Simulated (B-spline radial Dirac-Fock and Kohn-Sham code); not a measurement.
Binding energies of Gd⁴³⁺ at several levels of theory

System: Gd⁴³⁺, [Ar] 3d3.

The density-functional columns are spherical, spin-unpolarised Dirac-Kohn-Sham results without Breit or QED terms: −ε is minus the orbital energy of the initial state and ΔSCF the difference of two total energies. The reference in the last column comes from ΔSCF Dirac-Fock with Breit, self-energy and vacuum polarisation, finite nucleus, configuration average. All numbers are from a radial B-spline solver, in eV; a selection of levels is shown. For the 1s level of heavy atoms much of the gap between ΔSCF and the reference is the Breit and QED part, -217.2 eV here; for other levels the error of the functional can be larger.

```tsv
level	LDA −ε	LDA ΔSCF	Dirac-Fock
K	52475.0	52972.6	52767.7
L1	10668.8	10786.8	10832.3
L2	10277.1	10419.2	10402.2
L3	9573.2	9704.1	9704.3
M1	3933.2	3983.2	4008.1
M2	3778.7	3831.4	3829.8
M3	3610.3	3660.7	3662.6
M4,5	3348.0	3405.5	3403.2
```

Values without a named source are computed, but for edge energies of neutral atoms, which are taken from tables.
